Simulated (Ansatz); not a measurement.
Relaxation of CH₈AlNO₂ (13 atoms, charge 0, multiplicity 1), to a largest force component of 0.03 eV/Å in at most 50 steps.

Level of theory: Ansatz, RKS BHLYP-D4/def2-SVP.

```xyz
13
Properties=species:S:1:pos:R:3:forces:R:3
Al -0.275 0.755 -0.708 -0.10 -0.94 1.78
N -0.360 -0.131 0.917 -0.14 0.93 -1.72
C -0.539 -1.547 1.117 0.00 0.00 0.01
O -0.182 -0.214 -2.081 -0.01 -0.01 -0.02
O -0.336 2.438 -0.689 0.01 -0.01 0.01
H 1.859 0.401 0.453 -1.74 -0.90 1.12
H 2.419 0.668 0.123 1.97 0.94 -1.16
H -0.407 0.406 1.767 -0.01 -0.01 -0.01
H -0.525 -2.064 0.154 0.01 -0.01 0.00
H 0.258 -1.994 1.728 0.00 0.01 0.01
H -1.494 -1.798 1.599 0.01 0.00 0.00
H -0.166 -0.007 -3.006 0.00 0.00 0.00
H -0.252 3.087 -1.374 0.00 -0.01 0.00
```

**Question.** Where does it end, and by what steps?

**Answer.** The forces met the threshold. After 4 steps the energy has fallen by 0.201 eV; H7 moved furthest, 0.27 Å.

```csv
step,energy less start (eV),largest force component (eV/Å),accepted
0,0.0000,1.972,yes
1,-0.1743,0.944,yes
2,-0.1977,0.239,yes
3,-0.1814,0.477,no
4,-0.2006,0.020,yes
```

```xyz
13
Properties=species:S:1:pos:R:3
Al -0.319 0.719 -0.650
N -0.486 -0.124 0.884
C -0.585 -1.546 1.108
O -0.201 -0.232 -2.038
O -0.346 2.405 -0.633
H 2.103 0.428 0.416
H 2.627 0.751 -0.021
H -0.559 0.408 1.737
H -0.514 -2.079 0.156
H 0.217 -1.931 1.752
H -1.539 -1.837 1.568
H -0.152 -0.010 -2.958
H -0.247 3.048 -1.321
```

Whether the end is a true minimum wasn't checked by a vibrational analysis.

The run took 17 s on 2 threads of Intel(R) Xeon(R) Platinum 8375C CPU @ 2.90GHz (Ice Lake), with other jobs on the host, peak memory 0.27 GiB.
